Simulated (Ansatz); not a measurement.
`[CH3][GeH2][GeH3]` + `C[SeH]` → `[CH3][GeH2][Se]C` + GeH₄ at 500 K and 1 bar (cleavage of the Ge–Ge bond).

Calculated with Ansatz (gas phase, PBE0-D4/def2-TZVP geometries, no zero-point term in ΔE). CCSD(T)/CBS is the MP2 limit (def2-TZVPP, def2-QZVPP) plus CCSD(T) − MP2 in def2-TZVPP, frozen cores. For Ge, Se outer-core shells are correlated without core-valence functions, which leaves a few kJ/mol of doubt a bond. Scalar relativity is left out up to krypton. One conformer a species, not always the lowest.

| species | CCSD(T)/CBS energy (Eh) | H − E (kJ/mol) | S (J/(mol·K)) |
| --- | --- | --- | --- |
| `[CH3][GeH2][GeH3]` | -4195.09161 | 246.0 | 422.2 |
| `C[SeH]` | -2441.15625 | 142.1 | 299.3 |
| `[CH3][GeH2][Se]C` | -4557.76484 | 288.7 | 449.8 |
| GeH₄ | -2078.49493 | 99.4 | 244.6 |

H − E and S are ideal-gas, rigid-rotor, harmonic terms from PBE0-D4/def2-TZVP, for one conformer and one mirror image of each species. 1 Eh = 2625.50 kJ/mol, R = 8.31446 J/(mol·K).

Task: By hand: ΔE, ΔH, ΔS and ΔG.

Result: ΔE = (-4557.76484) + (-2078.49493) − (-4195.09161) − (-2441.15625) = -0.01191 Eh = -31.3 kJ/mol. Δ(H − E) = 288.7 + 99.4 − 246.0 − 142.1 = 0.0, so ΔH = -31.3 kJ/mol. ΔS = 449.8 + 244.6 − 422.2 − 299.3 = -27.1 J/(mol·K). ΔG = -31.3 − 500 × (-27.1)/1000 = -17.8 kJ/mol.

Task: By hand: the equilibrium constant, and the temperature at which ΔG would vanish if ΔH and ΔS stayed fixed.

Result: log₁₀ K = −ΔG/(RT ln 10) = 1.9. ΔG = 0 at ΔH/ΔS = 1155 K.

TΔS isn't small against ΔH here. A doubt of 5 kJ/mol in ΔE shifts log₁₀ K by 0.5 here. Other conformers and mirror images would add mixing entropy, several J/(mol·K) or more a flexible species. Modes under 60 cm⁻¹, often nearly free rotors, make the harmonic entropy too high. These are equilibria of isolated gas molecules and say nothing of rates. Largest T1 diagnostic: 0.012 (customary marks: 0.02 for closed shells, 0.045 for open ones).
